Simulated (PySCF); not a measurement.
How methods differ on the ionisation energy of N²⁺

N²⁺ [He] 2s2 2p1 (2P) → N³⁺ [He] 2s2 (1S), as a difference of total energies. Calculation: PySCF 2.14, in aug-cc-pVQZ (6s5p4d3f2g, 80 functions); the non-relativistic Hamiltonian (point nucleus). Correlated levels: valence: 1s2 frozen. The calculations carry no spin-orbit coupling.

```csv
method,ionisation energy (eV),plus first-order spin-orbit estimate,difference from reference of that sum (eV)
UHF,47.295,47.310,-0.135
LDA,47.862,47.876,+0.431
PBE,48.018,48.032,+0.587
PBE0,48.002,48.016,+0.571
r2SCAN,48.222,48.236,+0.791
TPSS,48.223,48.237,+0.792
B3LYP,48.289,48.303,+0.858
wB97M-V,47.546,47.560,+0.115
r2SCANh,48.205,48.220,+0.775
MP2 (valence),47.522,47.536,+0.091
SCS-MP2 (valence),47.472,47.486,+0.041
```

Reference: 47.445 eV (semi-empirical (NIST evaluation); NIST Atomic Spectra Database, ionization energies).

A first-order spin-orbit estimate (lowest level to lowest level, LS coupling) adds 0.014 eV.

Errors of the correlated levels include the incompleteness of this basis and the frozen core.
